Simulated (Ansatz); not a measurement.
Computed with Ansatz on PBE0-D4/def2-TZVP structures; ΔE is electronic, products minus reactants. CCSD(T)/CBS adds triple-zeta CCSD(T) − MP2 to the extrapolated MP2 energy (def2 sets, frozen cores). Functionals use def2-TZVPP. B3LYP here is the variant with VWN-RPA as its local correlation; programs differ in this. For Br, Ga, Mg outer-core shells are correlated without core-valence functions, which leaves a few kJ/mol of doubt a bond. Scalar relativity is left out up to krypton. Each species was taken in one conformer, which may not be the lowest.

`[OH][Ga]([F])[Cl]` + `[Cl][Mg][Br]` → `[F][Ga]([Cl])[Cl]` + `[OH][Mg][Br]`  (redistribution)

| level | ΔE (kJ/mol) | difference from CCSD(T)/CBS |
| --- | --- | --- |
| revPBE-D4 | 26.4 | 2.2 |
| BLYP-D4 | 23.3 | -0.9 |
| PBE0-D4 | 25.8 | 1.6 |
| B3LYP-D4 | 23.3 | -0.9 |
| ωB97X-V | 25.9 | 1.7 |
| B2PLYP | 25.4 | 1.2 |
| revPBE | 27.6 | 3.4 |
| r2SCANh | 26.3 | 2.1 |
| CCSD(T)/def2-SVP | 24.5 | 0.3 |
| MP2/CBS(def2) | 22.3 | -1.9 |
| CCSD(T)/CBS | 24.2 | 0 |

Largest T1 diagnostic among the species: 0.014.

Leaving LDA and LC-ωPBE aside and taking each functional with its dispersion term where it has one, the values, not all of them listed here, spread over 5.4 kJ/mol, from CAM-B3LYP-D4 to B97M-V.
